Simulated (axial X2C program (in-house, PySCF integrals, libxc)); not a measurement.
**F or N: which binds elements of chip processing more strongly?**

All values come from calculations with an axial X2C code built on PySCF integrals, spin-free (one-electron X2C) or two-component (2c: spin–orbit coupling with atomic mean-field Coulomb and Gaunt terms, which also bring small scalar terms), in Dyall basis sets with cores contracted in-house; open shells are unrestricted.

Level CCSD(T), spin-free. Dyall triple-zeta sets: BF v3z/av3z; BN v3z/av3z; PF v3z/av3z; PN v3z/av3z; GaF cv3z/av3z; GaN cv3z/av3z; AsF cv3z/av3z; AsN cv3z/av3z. Frozen shells (counts by l): BF F 1s, B 1s, 10 electrons correlated; BN N 1s, B 1s, 8 electrons correlated; PF P 2s1p, F 1s, 12 electrons correlated; PN P 2s1p, N 1s, 10 electrons correlated; GaF Ga 3s2p1d, F 1s, 10 electrons correlated; GaN Ga 3s2p1d, N 1s, 8 electrons correlated; AsF As 3s2p1d, F 1s, 12 electrons correlated; AsN As 3s2p1d, N 1s, 10 electrons correlated. Coupled cluster in natural virtuals with an MP2 remainder. Where the outer core of a metal is frozen, bonds come out longer and ionisation energies lower.

Diatomic bonds are a first guide to the radicals met in plasma etching, cleaning and deposition, though surfaces and higher halides or oxides behave in their own way.

```csv
element M,state of MF,Re MF (Å),D0 MF (eV),state of MN,Re MN (Å),D0 MN (eV)
B,"M_S = 0, Λ = 0",1.274,7.63,"M_S = 1, Λ = 1",1.337,4.17
P,"M_S = 1, Λ = 0",1.614,4.36,"M_S = 0, Λ = 0",1.508,5.77
Ga,"M_S = 0, Λ = 0",1.791,6.04,"M_S = 1, Λ = 0",2.015,1.97
As,"M_S = 1, Λ = 0",1.749,4.00,"M_S = 0, Λ = 0",1.630,4.61
```

Q: Work out the energy at 0 K of MF + N → MN + F for each element.

A: ΔE = D0(MF) − D0(MN) at CCSD(T), spin-free: B 3.46, P -1.41, Ga 4.07, As -0.61 eV (negative: the exchange gives off energy).

Q: For which element is the exchange to N most and for which least favourable, and what is the energy of PF + GaN → PN + GaF?

A: P most (-1.41 eV), Ga least (4.07 eV). The atoms cancel in the double exchange: ΔE = -1.41 − (4.07) = -5.48 eV, a figure less sensitive to errors in the atoms than D0 itself.

Each entry is the lowest single determinant of a limited PBE0 search at one distance. D0 = De minus the zero-point energy; De goes to single-determinant-based atoms at the same level (for ions the charge split of lowest energy) and is withheld (n/a) where an atom does not fit its ground term or J level. Main or longest-lived isotopes. One determinant is a doubtful description, or other states lie close, for BN, GaN, AsF; these need not be ground states, and all values refer to the states named. These D0 were not checked against measured values; triple-zeta sets, frozen cores and single determinants leave errors of some tenths of an eV, more for transition metals.
